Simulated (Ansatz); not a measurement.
Start from `[Cl][Ga]1[O][SiH2]1` and change one atom or group to get `[O]1[SiH2][GaH]1`.

Ansatz, PBE0-D4/def2-TZVP geometries, multiplicity 1. 

Scalar relativity is left out up to krypton.

```json
{"property": "HOMO energy (PBE0/def2-TZVPP) / eV", "`[Cl][Ga]1[O][SiH2]1`": "-6.94"}
{"property": "LUMO energy (B3LYP/def2-TZVPP) / eV", "`[Cl][Ga]1[O][SiH2]1`": "-2.46"}
{"property": "HOMO–LUMO gap (PBE/def2-TZVPP) / eV", "`[Cl][Ga]1[O][SiH2]1`": "2.84"}
{"property": "HOMO energy (B3LYP/def2-TZVPP) / eV", "`[Cl][Ga]1[O][SiH2]1`": "-6.76"}
{"property": "LUMO energy (PBE/def2-TZVPP) / eV", "`[Cl][Ga]1[O][SiH2]1`": "-3.04"}
{"property": "HOMO–LUMO gap (B3LYP/def2-TZVPP) / eV", "`[Cl][Ga]1[O][SiH2]1`": "4.31"}
```

Problem. Give the same properties after the change, and the shifts. (An estimate is asked.)

Solution. The calculation gave: 
```tsv
property	`[O]1[SiH2][GaH]1`	shift
HOMO energy (PBE0/def2-TZVPP) / eV	-6.49	0.45
LUMO energy (B3LYP/def2-TZVPP) / eV	-1.91	0.55
HOMO–LUMO gap (PBE/def2-TZVPP) / eV	3.02	0.18
HOMO energy (B3LYP/def2-TZVPP) / eV	-6.33	0.43
LUMO energy (PBE/def2-TZVPP) / eV	-2.45	0.59
HOMO–LUMO gap (B3LYP/def2-TZVPP) / eV	4.42	0.11
```

With PBE0 the HOMO rises by 0.45 eV and the LUMO rises by 0.55 eV, so the gap widens by about 0.10 eV. PBE moves the HOMO by 0.42 eV and ωB97M-V by 0.45 eV.

B3LYP here is the variant with VWN-RPA as its local correlation; programs differ in this.
